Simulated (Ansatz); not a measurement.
A nudged elastic band was laid between two geometries of BrCl$_{2}$Sb (4 atoms, charge 0, multiplicity 1).

Level of theory: Ansatz, RKS PBE-D4/def2-mTZVP.

```yaml
movable_images: 5
climbing_image: yes
spring: 5.0 eV/Å²
optimiser: quadratic models (default)
start_path: IDPP
force_threshold: 0.03 eV/Å
iteration_limit: 60
end_points: relaxed
```

Initial state:

```xyz
4
Properties=species:S:1:pos:R:3
Cl 1.300 0.473 1.614
Sb -0.720 -0.117 0.479
Cl 0.105 -2.014 -0.720
Br -0.629 1.597 -1.393
```

Final state:

```xyz
4
Properties=species:S:1:pos:R:3
Cl 0.888 0.420 1.882
Sb 0.755 0.074 -0.480
Cl -0.307 -2.067 -0.453
Br -1.281 1.512 -0.970
```

Q: What changes between the two ends?

A: No bond is made or broken. The height of Sb2 over the plane of its neighbours goes from -1.18 to 1.18 Å. The two ends are copies of one structure, up to a mirror image or an exchange of like atoms.

Q: Give the energies along the band, and the barrier.

A: It converged. The highest image is number 3 of 0 to 6, 28.8 kcal/mol above the ends, which have the same energy within 2 meV. A vibrational analysis at the climbing image gives one clearly imaginary mode, 140i cm⁻¹, and a faint second one (13i cm⁻¹) that may be numerical noise or a soft torsion: probably a first-order saddle point.

| image | path coordinate (Å) | energy (kcal/mol) | height of Sb2 over the plane of its neighbours (Å) |
| --- | --- | --- | --- |
| 0 | 0.00 | 0.0 | -1.18 |
| 1 | 0.42 | 5.6 | -0.86 |
| 2 | 0.85 | 19.1 | -0.47 |
| 3 | 1.27 | 28.8 | 0.00 |
| 4 | 1.69 | 19.1 | 0.47 |
| 5 | 2.12 | 5.6 | 0.86 |
| 6 | 2.54 | 0.0 | 1.18 |

Q: What is the geometry of the highest image?

A: 
```xyz
4
Properties=species:S:1:pos:R:3
Cl 1.291 0.529 2.070
Sb 0.027 -0.036 0.011
Cl -0.121 -2.412 -0.690
Br -1.142 1.859 -1.410
```

Run time: 59 s on 2 threads of Arm Neoverse V2, on a shared host, peak memory 0.17 GiB.
